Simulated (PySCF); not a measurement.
Z-matrix (Å, degrees):
```
W
O 1 1.7265
O 1 1.9224 2 105.84
C 3 1.4105 1 132.11 2 -63.77
H 4 1.1111 3 109.71 1 -163.18
H 4 1.1138 5 108.99 3 121.46
H 4 1.1148 5 109.22 6 118.30
O 1 1.9224 2 105.58 3 90.06
C 8 1.4104 1 132.16 2 -64.19
H 9 1.1109 8 109.75 1 -163.05
H 9 1.1139 10 108.97 8 121.48
H 9 1.1148 10 109.24 11 118.24
O 1 1.9226 2 105.83 8 89.98
C 13 1.4105 1 132.03 2 -64.18
H 14 1.1110 13 109.72 1 -163.08
H 14 1.1139 15 108.99 13 121.49
H 14 1.1148 15 109.25 16 118.24
O 1 1.9227 2 105.66 8 179.92
C 18 1.4103 1 132.07 2 -63.97
H 19 1.1110 18 109.75 1 -162.93
H 19 1.1138 20 109.00 18 121.50
H 19 1.1148 20 109.20 21 118.26
```
Charge 0, spin multiplicity 1.

Problem. What charge on the central atom (Mulliken), total energy, dipole moment, HOMO–LUMO gap, HOMO and LUMO does TPSSh-D3(BJ)/def2-TZVP // BP86-D3(BJ)/def2-SVP (PySCF) give?

Solution. 
The charge on the central atom (Mulliken) is 1.50 e and the total energy is -16416.76 eV. The dipole moment is 0.99 D. The HOMO–LUMO gap is 4.58 eV. The HOMO is -7.39 eV and the LUMO is -2.80 eV.
